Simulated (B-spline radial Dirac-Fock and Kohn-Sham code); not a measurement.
K-line shifts caused by a second vacancy in Cu⁴⁺

System: Cu⁴⁺, configuration [Ar] 3d7, inside a Watson sphere of charge -4 and radius 2.4 Å (a model of the Madelung potential; inside it an electron's potential energy is raised by 24.0 eV).

Level of theory: Dirac-Fock energy differences between relaxed states, corrected for Breit and QED terms; an atomic code on a B-spline grid. Each two-hole energy is an average over J within one jj subconfiguration, not an observable level; in light atoms, where LS coupling holds, the j-resolved values are not observed lines, and for a K spectator the Kα1 hypersatellite is nearly forbidden. The model has no electron correlation.

Lines without a spectator: Kα2 (K-L2) 8025.4 eV, Kα1 (K-L3) 8045.4 eV, Kβ3 (K-M2) 8907.2 eV, Kβ1 (K-M3) 8909.9 eV. Shifts in eV with one spectator hole (a dash: not computed, or left out as unreliable):

| spectator hole | Kα2 | Kα1 | Kβ3 | Kβ1 |
| --- | --- | --- | --- | --- |
| L2 (2p1/2) | +29.28 | +35.9 | – | +80.8 |
| L3 (2p3/2) | +32.9 | +31.6 | +77.6 | – |
| M2 (3p1/2) | – | +2.90 | +7.01 | +8.87 |
| M3 (3p3/2) | +2.60 | – | +8.35 | +7.88 |

Question: Where does the K-L3 hypersatellite lie, emitted when both K electrons are missing?

Answer: +310.2 eV from the normal line, at 8355.6 eV. Removing both K electrons costs 18504.6 eV, which is 420.0 eV more than twice the K binding energy. In light atoms the observed hypersatellite is the ¹S₀ → ¹P₁ component, which lies below this average, and the triplet component is nearly forbidden.

With n spectator holes in 2p, averaged over the 2p shell (energies in eV):

| n | KαLⁿ | step | hypersatellite KαʰLⁿ |
| --- | --- | --- | --- |
| 0 | 8038.7 | – | 8347.9 |
| 1 | 8071.7 | +33.0 | 8382.1 |
| 2 | 8105.8 | +34.1 | 8417.4 |
| 3 | 8141.0 | +35.2 | 8453.9 |
| 4 | 8177.3 | +36.4 | 8491.5 |
| 5 | 8214.9 | +37.5 | 8530.2 |
